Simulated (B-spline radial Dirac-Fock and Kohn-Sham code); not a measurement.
These are calculated numbers from a radial atomic solver; the model is Dirac-Fock densities.

Q: This computed X-ray form factor belongs to an atom or ion in its tabulated ground configuration. Which?

```
sin θ/λ (Å⁻¹)      f₀
         0.05  50.712
         0.08  50.269
          0.1  49.869
         0.32  41.638
         0.65  27.984
         3.35   5.402
         4.24   4.349
         5.36   3.303
         6.78   2.253
```

A: Pm¹⁰⁺, with 51 electrons in [Kr] 4d10 4f3 5s2. f₀ tends to the number of electrons as s goes to zero, which the first rows give only roughly, and the rate of fall reflects the nuclear charge, 61.
